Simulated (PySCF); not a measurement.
A structure optimised at PBE-D3(BJ)/def2-SVP, used in a PySCF frequency run:

```
Bi
Br 1 2.6727
Si 1 2.7002 2 89.94
H 3 1.5025 1 110.02 2 49.84
H 3 1.5041 4 109.93 1 119.74
H 3 1.5085 4 109.53 5 119.51
Si 1 2.7002 2 89.94 3 88.18
H 7 1.5025 1 110.02 2 -49.84
H 7 1.5041 8 109.93 4 -148.54
H 7 1.5085 8 109.53 9 -119.51
```

Q: Write its SMILES, formula and point group.

A: [SiH3][Bi]([SiH3])[Br], BiBrH₆Si₂, Cs

Q: What are its rotational constants (standard atomic weights)?

A: 1.2214, 0.77759, 0.72275 GHz
